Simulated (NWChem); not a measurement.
System: C$_{2}$H$_{4}$BFO; SMILES C=CB(F)O

Excerpt of the output:

```
             Northwest Computational Chemistry Package (NWChem) 7.3.0
             --------------------------------------------------------

 CS  symmetry detected

                             Geometry "geometry" -> ""
                             -------------------------

 Output coordinates in angstroms (scale by  1.889725989 to convert to a.u.)

  No.       Tag          Charge          X              Y              Z
 ---- ---------------- ---------- -------------- -------------- --------------
    1 B                    5.0000     0.00648089    -0.53452329     0.00000000
    2 F                    9.0000     0.81257479    -1.59703537     0.00000000
    3 C                    6.0000     0.65709377     0.89504024     0.00000000
    4 C                    6.0000    -0.01612804     2.04016576     0.00000000
    5 H                    1.0000     1.73890566     0.94049893     0.00000000
    6 H                    1.0000     0.47283520     3.00130323     0.00000000
    7 H                    1.0000    -1.09605433     2.07237863     0.00000000
    8 O                    8.0000    -1.30097367    -0.81386784     0.00000000
    9 H                    1.0000    -1.89926903    -0.06853927     0.00000000

 Effective nuclear repulsion energy (a.u.)     152.7984665313

      Symmetry information
      --------------------

 Group name             Cs
 Group number              2
 Group order               2
 No. of unique centers     9

                                Z-matrix (autoz)
                                --------

 Units are Angstrom for bonds and degrees for angles

[...]

      ----------------------
      Optimization converged
      ----------------------

  Step       Energy      Delta E   Gmax     Grms     Xrms     Xmax
  ---- ---------------- -------- -------- -------- -------- --------
@    5    -278.11917481 -3.0D-08  0.00006  0.00001  0.00017  0.00049
                                     ok       ok       ok       ok

                                Z-matrix (autoz)
                                --------

 Units are Angstrom for bonds and degrees for angles

      Type          Name      I     J     K     L     M      Value     Gradient
      ----------- --------  ----- ----- ----- ----- ----- ---------- ----------
    1 Stretch                  1     2                       1.33092    0.00002
    2 Stretch                  1     3                       1.56577   -0.00000
    3 Stretch                  1     8                       1.34947   -0.00001
    4 Stretch                  3     4                       1.33850    0.00006
    5 Stretch                  3     5                       1.09686    0.00001
    6 Stretch                  4     6                       1.09503    0.00001
    7 Stretch                  4     7                       1.09800    0.00001
    8 Stretch                  8     9                       0.96125   -0.00004
    9 Bend                     1     3     4               124.47263    0.00001
   10 Bend                     1     3     5               117.66936   -0.00001
   11 Bend                     1     8     9               113.38303   -0.00000
   12 Bend                     2     1     3               118.60187   -0.00000
   13 Bend                     2     1     8               116.11013   -0.00000
   14 Bend                     3     1     8               125.28800    0.00001
   15 Bend                     3     4     6               122.72005    0.00000
   16 Bend                     3     4     7               122.27223   -0.00001
   17 Bend                     4     3     5               117.85802    0.00001
   18 Bend                     6     4     7               115.00771    0.00001
   19 Torsion                  1     3     4     6         180.00000    0.00000
   20 Torsion                  1     3     4     7           0.00000    0.00000
   21 Torsion                  2     1     3     4         180.00000    0.00000
   22 Torsion                  2     1     3     5           0.00000    0.00000
   23 Torsion                  2     1     8     9         180.00000    0.00000
   24 Torsion                  3     1     8     9           0.00000    0.00000
   25 Torsion                  4     3     1     8           0.00000    0.00000
   26 Torsion                  5     3     1     8         180.00000    0.00000
   27 Torsion                  5     3     4     6          -0.00000    0.00000
   28 Torsion                  5     3     4     7         180.00000    0.00000

[...]

 Rotational Constants
 --------------------
 A=   0.315793 cm-1  (  0.454346 K)
 B=   0.125297 cm-1  (  0.180270 K)
 C=   0.089705 cm-1  (  0.129062 K)

 Temperature                      =   298.15K
 frequency scaling parameter      =   1.0000

 Zero-Point correction to Energy  =   40.490 kcal/mol  (  0.064526 au)
 Thermal correction to Energy     =   43.465 kcal/mol  (  0.069266 au)
 Thermal correction to Enthalpy   =   44.058 kcal/mol  (  0.070210 au)

 Total Entropy                    =   70.386 cal/mol-K
   - Translational                =   38.804 cal/mol-K (mol. weight =  74.0339)
   - Rotational                   =   25.611 cal/mol-K (symmetry #  =        1)
   - Vibrational                  =    5.970 cal/mol-K

 Cv (constant volume heat capacity) =   16.501 cal/mol-K
   - Translational                  =    2.979 cal/mol-K
   - Rotational                     =    2.979 cal/mol-K
   - Vibrational                    =   10.542 cal/mol-K

[normal modes left out]

 ----------------------------------------------------------------------------
 Normal Eigenvalue ||           Projected Infra Red Intensities
  Mode   [cm**-1]  || [atomic units] [(debye/angs)**2] [(KM/mol)] [arbitrary]
 ------ ---------- || -------------- ----------------- ---------- -----------
    1      -27.257 ||    0.004779           0.110         4.659       1.058
    2       -0.000 ||    0.002796           0.065         2.725       0.619
    3       -0.000 ||    0.000084           0.002         0.082       0.019
    4        0.000 ||    0.000480           0.011         0.468       0.106
    5        0.000 ||    0.000366           0.008         0.357       0.081
    6        0.000 ||    0.000408           0.009         0.397       0.090
    7        0.000 ||    0.001344           0.031         1.311       0.298
    8      216.680 ||    0.005333           0.123         5.199       1.181
    9      411.451 ||    0.000096           0.002         0.094       0.021
   10      426.521 ||    0.003054           0.070         2.977       0.676
   11      496.248 ||    0.006340           0.146         6.181       1.404
   12      533.817 ||    0.090828           2.095        88.544      20.114
   13      733.578 ||    0.063436           1.464        61.841      14.048
   14      775.801 ||    0.001317           0.030         1.284       0.292
   15      971.417 ||    0.135295           3.121       131.893      29.961
   16      991.464 ||    0.038147           0.880        37.188       8.448
   17     1021.996 ||    0.025634           0.591        24.989       5.677
   18     1052.330 ||    0.012867           0.297        12.543       2.849
   19     1253.867 ||    0.077124           1.779        75.185      17.079
   20     1343.307 ||    0.229454           5.294       223.683      50.813
   21     1447.891 ||    0.147678           3.407       143.964      32.703
   22     1467.456 ||    0.241616           5.574       235.539      53.506
   23     1717.163 ||    0.048180           1.112        46.968      10.669
   24     3133.835 ||    0.015944           0.368        15.543       3.531
   25     3176.764 ||    0.002509           0.058         2.446       0.556
   26     3232.822 ||    0.009948           0.230         9.698       2.203
   27     3932.595 ||    0.054177           1.250        52.814      11.997
 ----------------------------------------------------------------------------

 ===============================================================================
      Negative Nuclear Hessian Mode    1  Eigenvalue =    -27.26 cm**(-1)
 -------------------------------------------------------------------------------
   Raw step length:  0.355 angstroms ;  The Raw step for this mode is:
    1 B                    5.0000    -0.00000003     0.00000003     0.01744018
    2 F                    9.0000    -0.00000003     0.00000007    -0.04353187
    3 C                    6.0000     0.00000002    -0.00000001     0.07955629
    4 C                    6.0000     0.00000004    -0.00000000    -0.06018272
    5 H                    1.0000     0.00000003    -0.00000006     0.22426540
    6 H                    1.0000     0.00000005    -0.00000001    -0.02743758
    7 H                    1.0000     0.00000005    -0.00000004    -0.22737725
    8 O                    8.0000    -0.00000001    -0.00000007     0.02051567
    9 H                    1.0000    -0.00000007    -0.00000012     0.10437426

  Geometry after  100.0% step for mode  1; Step length =  0.355 angstroms
   Maximum component (any atom: x,y, or z) displacement:  0.430
    1 B                    5.0000     0.01318886    -0.54680208     0.01744018
    2 F                    9.0000     0.81322051    -1.61042215    -0.04353187
    3 C                    6.0000     0.66122233     0.87857441     0.07955629
    4 C                    6.0000    -0.02973724     2.02494451    -0.06018272
    5 H                    1.0000     1.75634772     0.94020221     0.22426540
    6 H                    1.0000     0.45374195     3.00745959    -0.02743758
    7 H                    1.0000    -1.12749598     2.04781104    -0.22737725
    8 O                    8.0000    -1.31220344    -0.80058254     0.02051567
    9 H                    1.0000    -1.85281943    -0.00576420     0.10437426

  Geometry after -100.0% step for mode  1; Step length =  0.355 angstroms
   Maximum component (any atom: x,y, or z) displacement:  0.430
    1 B                    5.0000     0.01318891    -0.54680213    -0.01744018
    2 F                    9.0000     0.81322056    -1.61042228     0.04353187
    3 C                    6.0000     0.66122228     0.87857443    -0.07955629
    4 C                    6.0000    -0.02973732     2.02494452     0.06018272
    5 H                    1.0000     1.75634766     0.94020233    -0.22426540
    6 H                    1.0000     0.45374186     3.00745960     0.02743758
    7 H                    1.0000    -1.12749607     2.04781112     0.22737725
    8 O                    8.0000    -1.31220342    -0.80058239    -0.02051567
    9 H                    1.0000    -1.85281928    -0.00576395    -0.10437426

  Geometry after   50.0% step for mode  1; Step length =  0.178 angstroms
   Maximum component (any atom: x,y, or z) displacement:  0.215
    1 B                    5.0000     0.01318887    -0.54680209     0.00872009
    2 F                    9.0000     0.81322052    -1.61042219    -0.02176594
    3 C                    6.0000     0.66122232     0.87857442     0.03977814
    4 C                    6.0000    -0.02973726     2.02494451    -0.03009136
    5 H                    1.0000     1.75634771     0.94020224     0.11213270
    6 H                    1.0000     0.45374193     3.00745959    -0.01371879
    7 H                    1.0000    -1.12749600     2.04781106    -0.11368863
    8 O                    8.0000    -1.31220343    -0.80058250     0.01025784
    9 H                    1.0000    -1.85281939    -0.00576414     0.05218713

  Geometry after  -50.0% step for mode  1; Step length =  0.178 angstroms
   Maximum component (any atom: x,y, or z) displacement:  0.215
    1 B                    5.0000     0.01318890    -0.54680212    -0.00872009
    2 F                    9.0000     0.81322054    -1.61042225     0.02176594
    3 C                    6.0000     0.66122229     0.87857443    -0.03977814
    4 C                    6.0000    -0.02973730     2.02494451     0.03009136
    5 H                    1.0000     1.75634768     0.94020230    -0.11213270
    6 H                    1.0000     0.45374189     3.00745960     0.01371879
    7 H                    1.0000    -1.12749605     2.04781110     0.11368863
    8 O                    8.0000    -1.31220343    -0.80058243    -0.01025784
    9 H                    1.0000    -1.85281932    -0.00576402    -0.05218713

  Geometry after   46.5% step for mode  1; Step length =  0.165 angstroms
   Maximum component (any atom: x,y, or z) displacement:  0.200
    1 B                    5.0000     0.01318887    -0.54680209     0.00811774
    2 F                    9.0000     0.81322052    -1.61042219    -0.02026243
    3 C                    6.0000     0.66122232     0.87857442     0.03703042
    4 C                    6.0000    -0.02973726     2.02494451    -0.02801277
    5 H                    1.0000     1.75634771     0.94020224     0.10438700
    6 H                    1.0000     0.45374193     3.00745959    -0.01277115
    7 H                    1.0000    -1.12749600     2.04781106    -0.10583545
    8 O                    8.0000    -1.31220343    -0.80058250     0.00954926
    9 H                    1.0000    -1.85281939    -0.00576414     0.04858224

  Geometry after  -46.5% step for mode  1; Step length =  0.165 angstroms
   Maximum component (any atom: x,y, or z) displacement:  0.200
    1 B                    5.0000     0.01318890    -0.54680212    -0.00811774
    2 F                    9.0000     0.81322054    -1.61042225     0.02026243
    3 C                    6.0000     0.66122229     0.87857443    -0.03703042
    4 C                    6.0000    -0.02973730     2.02494451     0.02801277
    5 H                    1.0000     1.75634768     0.94020230    -0.10438700
    6 H                    1.0000     0.45374189     3.00745960     0.01277115
    7 H                    1.0000    -1.12749604     2.04781110     0.10583545
    8 O                    8.0000    -1.31220343    -0.80058243    -0.00954926
    9 H                    1.0000    -1.85281932    -0.00576402    -0.04858224

  Geometry after   23.3% step for mode  1; Step length =  0.083 angstroms
   Maximum component (any atom: x,y, or z) displacement:  0.100
    1 B                    5.0000     0.01318888    -0.54680210     0.00405887
    2 F                    9.0000     0.81322053    -1.61042220    -0.01013121
    3 C                    6.0000     0.66122231     0.87857442     0.01851521
    4 C                    6.0000    -0.02973727     2.02494451    -0.01400638
    5 H                    1.0000     1.75634770     0.94020226     0.05219350
    6 H                    1.0000     0.45374192     3.00745959    -0.00638557
    7 H                    1.0000    -1.12749601     2.04781107    -0.05291772
    8 O                    8.0000    -1.31220343    -0.80058248     0.00477463
    9 H                    1.0000    -1.85281937    -0.00576411     0.02429112

  Geometry after  -23.3% step for mode  1; Step length =  0.083 angstroms
   Maximum component (any atom: x,y, or z) displacement:  0.100
    1 B                    5.0000     0.01318889    -0.54680211    -0.00405887
    2 F                    9.0000     0.81322054    -1.61042223     0.01013121
    3 C                    6.0000     0.66122230     0.87857442    -0.01851521
    4 C                    6.0000    -0.02973729     2.02494451     0.01400638
    5 H                    1.0000     1.75634768     0.94020229    -0.05219350
    6 H                    1.0000     0.45374190     3.00745960     0.00638557
    7 H                    1.0000    -1.12749603     2.04781109     0.05291772
    8 O                    8.0000    -1.31220343    -0.80058245    -0.00477463
    9 H                    1.0000    -1.85281934    -0.00576405    -0.02429112
```

Level: PBE0/def2-SVP. The optimisation ended at a saddle point (imaginary frequency).

Which NWChem input produces such a log?

This is not unique; one that fits is the input that was run:
```
start job
memory heap 200 mb stack 900 mb global 1100 mb
geometry units angstroms
  B      0.170198     0.214782     0.328648
  F      1.322530     0.355500     0.985191
  C      0.119755    -0.782400    -0.883801
  C     -0.953151    -1.025152    -1.628438
  H      1.035446    -1.308112    -1.123635
  H     -0.942517    -1.719589    -2.453371
  H     -1.900502    -0.538016    -1.448152
  O     -0.840285     0.959123     0.789464
  H     -1.677001     0.875719     0.335127
end
basis spherical
  * library def2-svp
end
dft
  xc pbe0
  iterations 150
end
driver
  maxiter 120
end
task dft optimize
task dft freq
```
